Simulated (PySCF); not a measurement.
PySCF job for SbF4, SMILES [F][Sb+]([F])([F])[F], charge +1, TDDFT-B3LYP/def2-SVPD. Geometry: B3LYP-D3(BJ)/def2-SVP. The spin state was assumed, not searched. The isomer is the one that the SMILES or the coordinates give; other isomers of the formula were not compared. The def2 effective core potentials stand for the cores of Sb; spin–orbit coupling is left out.

```python
import numpy as np
from pyscf import gto, scf, dft, tdscf

mol = gto.M(
    atom='''
    Sb    0.00000000    0.00000000   -0.00000000
    F     1.07708995    1.07708995   -1.07708995
    F    -1.07708995    1.07708995    1.07708995
    F    -1.07708995   -1.07708995   -1.07708995
    F     1.07708995   -1.07708995    1.07708995
    ''',
    basis='def2-SVPD',
    ecp={'Sb': 'def2-svp'},
    charge=1,
    spin=0,
    symmetry=True,
    max_memory=1600,
    verbose=4,
)
mf = dft.RKS(mol, xc='b3lyp').density_fit(auxbasis='def2-universal-jkfit')
mf.grids.level = 3
mf.conv_tol = 1e-9
mf.max_cycle = 100
mf.kernel()
mf.grids = dft.Grids(mol).set(level=1).build(with_non0tab=True)  # coarser grid for the response kernel
td = tdscf.TDDFT(mf)
td.singlet = True
td.nstates = 10
td.conv_tol = 1e-4
td.kernel(x0=td.get_init_guess(mf, 15))
td.analyze()
tt = tdscf.TDA(mf)
tt.singlet = False
tt.nstates = 4
tt.conv_tol = 1e-4
tt.kernel(x0=tt.get_init_guess(mf, 9))
tt.analyze(verbose=3)
```

Program output:

```
PySCF version 2.14.0

[INPUT] verbose = 4
[INPUT] num. atoms = 5
[INPUT] num. electrons = 58
[INPUT] charge = 1
[INPUT] spin (= nelec alpha-beta = 2S) = 0
[INPUT] symmetry True subgroup None
[INPUT] Mole.unit = angstrom
[INPUT] Symbol           X                Y                Z      unit          X                Y                Z       unit  Magmom
[INPUT]  1 Sb     0.000000000000   0.000000000000   0.000000000000 AA    0.000000000000   0.000000000000   0.000000000000 Bohr   0.0
[INPUT]  2 F      1.077089950000   1.077089950000  -1.077089950000 AA    2.035405017021   2.035405017021  -2.035405017021 Bohr   0.0
[INPUT]  3 F     -1.077089950000   1.077089950000   1.077089950000 AA   -2.035405017021   2.035405017021   2.035405017021 Bohr   0.0
[INPUT]  4 F     -1.077089950000  -1.077089950000  -1.077089950000 AA   -2.035405017021  -2.035405017021  -2.035405017021 Bohr   0.0
[INPUT]  5 F      1.077089950000  -1.077089950000   1.077089950000 AA    2.035405017021  -2.035405017021   2.035405017021 Bohr   0.0

nuclear repulsion = 319.284351410481
point group symmetry = Td, use subgroup D2
symmetry origin: [0. 0. 0.]
symmetry axis x: [ 1.00000000e+00 -9.61481343e-17  2.88444403e-16]
symmetry axis y: [9.61481343e-17 1.00000000e+00 9.61481343e-17]
symmetry axis z: [-2.88444403e-16 -9.61481343e-17  1.00000000e+00]
num. orbitals of irrep A = 34
num. orbitals of irrep B1 = 30
num. orbitals of irrep B2 = 30
num. orbitals of irrep B3 = 30
number of shells = 48
number of NR pGTOs = 199
number of NR cGTOs = 124
basis = def2-SVPD
ecp = {'Sb': 'def2-svp'}


******** <class 'pyscf.df.df_jk.DFSymAdaptedRKS'> ********
method = DFSymAdaptedRKS
initial guess = minao
damping factor = 0
level_shift factor = 0
DIIS = <class 'pyscf.scf.diis.CDIIS'>
diis_start_cycle = 1
diis_space = 8
diis_damp = 0
SCF conv_tol = 1e-09
SCF conv_tol_grad = None
SCF max_cycles = 100
direct_scf = False
XC library pyscf.dft.libxc version 7.1.2
    S. Lehtola, C. Steigemann, M. J. T. Oliveira, and M. A. L. Marques,  SoftwareX 7, 1–5 (2018)
XC functionals = b3lyp
    P. J. Stephens, F. J. Devlin, C. F. Chabalowski, and M. J. Frisch,  J. Phys. Chem. 98, 11623 (1994)
radial grids:
    Treutler-Ahlrichs [JCP 102, 346 (1995); DOI:10.1063/1.469408] (M4) radial grids

becke partition: Becke, JCP 88, 2547 (1988); DOI:10.1063/1.454033
pruning grids: <function nwchem_prune>
grids dens level: 3
symmetrized grids: True
atomic radii adjust function: <function treutler_atomic_radii_adjust>
small_rho_cutoff = 0
Freeze 0 electrons in irreps []
    58 free electrons in irreps A B1 B2 B3
Set gradient conv threshold to 3.16228e-05
Initial guess from minao.
tot grids = 79008
******** <class 'pyscf.df.df.DF'> ********
auxbasis = def2-universal-jkfit
init E= -613.628077012839
HOMO (B1) = -0.928715479773981  LUMO (A) = -0.822186898998069  gap/eV = 2.89879
cycle= 1 E= -638.185907625701  delta_E= -24.6  |g|= 2.32  |ddm|= 12.6
HOMO (B2) = -0.732823155051241  LUMO (A) = -0.317871928123388  gap/eV = 11.29140
cycle= 2 E= -638.175250303504  delta_E= 0.0107  |g|= 2.27  |ddm|= 9.02
HOMO (B1) = -0.64363711489859  LUMO (A) = -0.413160380325689  gap/eV = 6.27159
cycle= 3 E= -638.964701505205  delta_E= -0.789  |g|= 0.751  |ddm|= 2.65
HOMO (B3) = -0.724693951070499  LUMO (A) = -0.475963941039851  gap/eV = 6.76829
cycle= 4 E= -639.050453879488  delta_E= -0.0858  |g|= 0.122  |ddm|= 0.598
HOMO (B1) = -0.713428785938778  LUMO (A) = -0.466022651374495  gap/eV = 6.73226
cycle= 5 E= -639.052836275741  delta_E= -0.00238  |g|= 0.00683  |ddm|= 0.0957
HOMO (B1) = -0.713213930526436  LUMO (A) = -0.465168082163924  gap/eV = 6.74967
cycle= 6 E= -639.052846661846  delta_E= -1.04e-05  |g|= 0.000377  |ddm|= 0.0124
HOMO (B2) = -0.713244707058251  LUMO (A) = -0.465228966624402  gap/eV = 6.74885
cycle= 7 E= -639.05284668885  delta_E= -2.7e-08  |g|= 7.45e-05  |ddm|= 0.000619
HOMO (B1) = -0.713238667709098  LUMO (A) = -0.465218897389423  gap/eV = 6.74896
cycle= 8 E= -639.052846689828  delta_E= -9.77e-10  |g|= 1.22e-05  |ddm|= 9.22e-05
HOMO (B3) = -0.713238045183065  LUMO (A) = -0.465220152424866  gap/eV = 6.74891
Extra cycle  E= -639.052846689774  delta_E= 5.34e-11  |g|= 2.06e-05  |ddm|= 3.55e-05
converged SCF energy = -639.052846689774
tot grids = 29232


******** <class 'pyscf.tdscf.rks.TDDFT'> for <class 'pyscf.df.df_jk.DFSymAdaptedRKS'> ********
nstates = 10 singlet
deg_eia_thresh = 1.000e-03
wfnsym = None
conv_tol = 0.0001
eigh lindep = 1e-12
eigh level_shift = 0
eigh max_cycle = 100


Excitation energies (eV)
[5.20477432 5.20477432 5.20477432 5.56002943 5.56002943 5.76882533
 5.76882533 5.76882533 8.14619657 8.14619657]

** Singlet excitation energies and oscillator strengths **
Excited State   1:   B3      5.20477 eV    238.21 nm  f=0.0000
      29 -> 30       -0.70484
Excited State   2:   B2      5.20477 eV    238.21 nm  f=0.0000
      28 -> 30        0.70484
Excited State   3:   B1      5.20477 eV    238.21 nm  f=0.0000
      27 -> 30       -0.70484
Excited State   4:    A      5.56003 eV    222.99 nm  f=0.0000
      23 -> 30        0.70424
Excited State   5:    A      5.56003 eV    222.99 nm  f=0.0000
      22 -> 30       -0.70424
Excited State   6:   B3      5.76883 eV    214.92 nm  f=0.0443
      21 -> 30        0.17214
      26 -> 30       -0.68132
Excited State   7:   B1      5.76883 eV    214.92 nm  f=0.0443
      19 -> 30        0.17214
      24 -> 30       -0.68132
Excited State   8:   B2      5.76883 eV    214.92 nm  f=0.0443
      20 -> 30       -0.17214
      25 -> 30        0.68132
Excited State   9:   B2      8.14620 eV    152.20 nm  f=0.0859
      20 -> 30        0.64975
      25 -> 30        0.14943
      27 -> 33        0.13342
      29 -> 31        0.13342
Excited State  10:   B3      8.14620 eV    152.20 nm  f=0.0859
      21 -> 30       -0.64975
      26 -> 30       -0.14943
      27 -> 32        0.13342
      28 -> 31       -0.13342

** Transition electric dipole moments (AU) **
state          X           Y           Z        Dip. S.      Osc.
  1        -0.0000      0.0000     -0.0000      0.0000      0.0000
  2        -0.0000      0.0000     -0.0000      0.0000      0.0000
  3        -0.0000     -0.0000     -0.0000      0.0000      0.0000
  4         0.0000      0.0000     -0.0000      0.0000      0.0000
  5         0.0000     -0.0000     -0.0000      0.0000      0.0000
  6         0.5600      0.0000     -0.0000      0.3137      0.0443
  7        -0.0000      0.0000      0.5600      0.3137      0.0443
  8        -0.0000     -0.5600     -0.0000      0.3137      0.0443
  9        -0.0000     -0.6560     -0.0000      0.4303      0.0859
 10         0.6560      0.0000     -0.0000      0.4303      0.0859

WARN: ECP detected. Skipping calculation of transition velocity and magnetic dipole moments, which have not yet been implemented.



******** <class 'pyscf.tdscf.rks.TDA'> for <class 'pyscf.df.df_jk.DFSymAdaptedRKS'> ********
nstates = 4 triplet
deg_eia_thresh = 1.000e-03
wfnsym = None
conv_tol = 0.0001
eigh lindep = 1e-12
eigh level_shift = 0
eigh max_cycle = 100


Excitation energies (eV)
[4.72618067 4.72618067 4.72618067 4.88330082]

** Triplet excitation energies and oscillator strengths **
Excited State   1:   B3      4.72618 eV    262.33 nm  f=0.0000
Excited State   2:   B1      4.72618 eV    262.33 nm  f=0.0000
Excited State   3:   B2      4.72618 eV    262.33 nm  f=0.0000
Excited State   4:   B1      4.88330 eV    253.89 nm  f=0.0000
```

The calculation finished and met its thresholds.
